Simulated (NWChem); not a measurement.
System: GeH₄S; SMILES [GeH3][SH]

NWChem input:

```
start job
memory heap 200 mb stack 900 mb global 1100 mb
geometry units angstroms noautoz
  Ge    -0.001785    -0.710164     0.000122
  S     -0.066249     1.519637     0.001766
  H      0.722865    -1.235224     1.252314
  H     -1.474505    -1.142430     0.012347
  H      0.701496    -1.234671    -1.264448
  H      1.276352     1.668646    -0.004028
end
basis spherical
  * library def2-svpd
end
dft
  xc xpbe96 cpbe96
  iterations 150
end
tddft
  cis
  nroots 6
  notriplet
end
task tddft energy
```

Structure relaxed at the PBE0/def2-SVP level.

Vertical excitations in the gas phase.

Task: Predict the main results of this run. (PBE/def2-SVPD, TDA.) Quantities: lowest excitation, singlet (eV); oscillator strength of that lowest state; orbital gap (eV).

Result: The lowest excitation, singlet (eV) comes out as 5.16, the oscillator strength of that lowest state is 0.016 and the orbital gap (eV) comes out as 4.97.
